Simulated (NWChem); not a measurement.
**Correlation energy of Te**

SMILES: [Te]
```xyz
1

Te     0.0000     0.0000     0.0000
```
Charge 0, spin multiplicity 3.

All runs are NWChem calculations.

Basis set: def2-SVP. Each correlation energy counts from its own Hartree-Fock reference.

Effective core potentials replace the inner electrons of Te; spin-orbit coupling is left out. The correlated methods keep 4 core orbitals frozen. No SCF solution was tested for a lower state. Open-shell Hartree-Fock references start from PBE0 orbitals. No row is a measurement; the coupled-cluster row has its own basis-set and correlation limits.

Question: Order these methods by the correlation energy they give, lowest first: CCSD[T] on ROHF, CCSD on ROHF, CCSD[T] on UHF, UMP2.

Answer: CCSD[T] on ROHF (-95.0 mHa), CCSD on ROHF (-93.7 mHa), CCSD[T] on UHF (-91.5 mHa), UMP2 (-77.3 mHa)
